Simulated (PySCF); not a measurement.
FGeH₇Si₂, SMILES F[SiH2][SiH2][GeH3].

Coordinates come from a r2SCAN-D4/def2-SVP optimisation. The structure was generated by enumeration, and PubChem lists no compound with its InChIKey, so it may never have been made. One conformer was computed; it need not be the lowest.

Method: ωB97X/def2-TZVP (PySCF).

```yaml
total_energy: -2760.17309 hartree
point_group: Cs
highest_occupied_level: -10.32 eV
lowest_empty_level: 1.02 eV
orbital_gap: 11.34 eV
dipole_moment: 1.38 D
quadrupole, principal values (traceless, Buckingham form, about the centre of nuclear charge): -8.31, 4.06, 4.25 D·Å
mean_static_polarisability: 88.8 bohr³ (13.16 Å³)
polarisability_principal_values: 76.9, 85.4, 104.1 bohr³
```
